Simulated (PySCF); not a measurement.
Constitutional and geometric isomers with formula C2H6Si. Gas-phase values, no solvent. Strings in code marks are SMILES.

The vertical ionisation energy (Delta-SCF) from two functionals at the same geometries (B3LYP-D3(BJ)/def2-TZVP), both in PySCF: PBE-D3(BJ)/def2-TZVP and B3LYP-D3(BJ)/def2-TZVP. B3LYP has the VWN-RPA correlation part, as in Gaussian. Delta-SCF ions had no search for a lower state. 

| species | B3LYP-D3(BJ)/def2-TZVP (eV) |
|---|---|
| `[SiH2]1CC1` | 9.16 |
| `C=C[SiH3]` | 10.17 |
| `C=[SiH]C` | 8.33 |
| `CC=[SiH2]` | 8.24 |

Task: What does PBE-D3(BJ)/def2-TZVP give for each?

Result: 
- `[SiH2]1CC1`: 9.07
- `C=C[SiH3]`: 10.05
- `C=[SiH]C`: 8.38
- `CC=[SiH2]`: 8.26
Over these rows, drawn at random from the members with no instability flagged (it was tested for open shells, ions and some series alone), PBE minus B3LYP-D3(BJ): mean -0.03 eV, from -0.13 eV to +0.05 eV.
